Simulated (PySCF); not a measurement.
Cl$_{2}$Ni, triplet, geometry from GFN2-xTB (such geometries of metal compounds can be far from the true shape).

PySCF was given this input:
```python
from pyscf import gto, scf, dft

mol = gto.M(
    atom='''
Ni    0.000000    0.000000    0.000000
Cl    0.000000    0.000000    1.934826
Cl   -0.000000   -0.000000   -1.934826
''',
    basis='def2-sv(p)',
    charge=0,
    spin=2,
    verbose=4,
)

mf = dft.UKS(mol)
mf.xc = 'pbe0'
mf.disp = 'd3bj'
mf.kernel()
```

Task: What number of basis functions does PBE0-D3BJ/def2-SV(P) in PySCF give?

Result: 60

Task: Predict the <S^2> from PBE0-D3BJ/def2-SV(P).

Result: 2.005

Task: Give the HOMO energy at the level PBE0-D3BJ/def2-SV(P).

Result: -8.11 eV

Task: Predict the Mulliken (on the basis functions themselves) charges in atom order from PBE0-D3BJ/def2-SV(P).

Result: Ni1 0.51, Cl2 -0.25, Cl3 -0.25

Task: Estimate the total energy that PBE0-D3BJ/def2-SV(P) returns for this input.

Result: -2427.7335 Eh

These values belong to the state on which the SCF converged, which isn't shown to be the lowest.
